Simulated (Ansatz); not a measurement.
`CC[CH](O)[AlH2]` and `CC[CH](C)[AlH2]` differ in one atom or group.

Ansatz, PBE0-D4/def2-TZVP geometries, multiplicity 1. Each molecule was computed in one conformer, which needn't be the lowest.

| property | `CC[CH](O)[AlH2]` |
| --- | --- |
| LUMO energy (PBE/def2-TZVPP) / eV | -2.13 |
| size of the dipole moment (ωB97M-V/def2-TZVPP) / D | 1.90 |
| HOMO energy (B3LYP/def2-TZVPP) / eV | -7.12 |
| HOMO energy (PBE0/def2-TZVPP) / eV | -7.30 |
| size of the dipole moment (PBE/def2-TZVPP) / D | 1.88 |
| HOMO–LUMO gap (B3LYP/def2-TZVPP) / eV | 5.54 |

Question: What does the change do to each property? (An estimate is asked.)

Answer: Ansatz gave: 
```tsv
property	`CC[CH](C)[AlH2]`	shift
LUMO energy (PBE/def2-TZVPP) / eV	-2.01	0.12
size of the dipole moment (ωB97M-V/def2-TZVPP) / D	1.10	-0.80
HOMO energy (B3LYP/def2-TZVPP) / eV	-6.92	0.20
HOMO energy (PBE0/def2-TZVPP) / eV	-7.10	0.20
size of the dipole moment (PBE/def2-TZVPP) / D	1.15	-0.73
HOMO–LUMO gap (B3LYP/def2-TZVPP) / eV	5.50	-0.04
```

With PBE0 the HOMO rises by 0.20 eV and the LUMO rises by 0.13 eV, so the gap narrows by about 0.07 eV. PBE moves the HOMO by 0.13 eV and ωB97M-V by 0.24 eV. Dipoles are sizes alone; their direction can turn.

B3LYP here is the variant with VWN-RPA as its local correlation; programs differ in this.
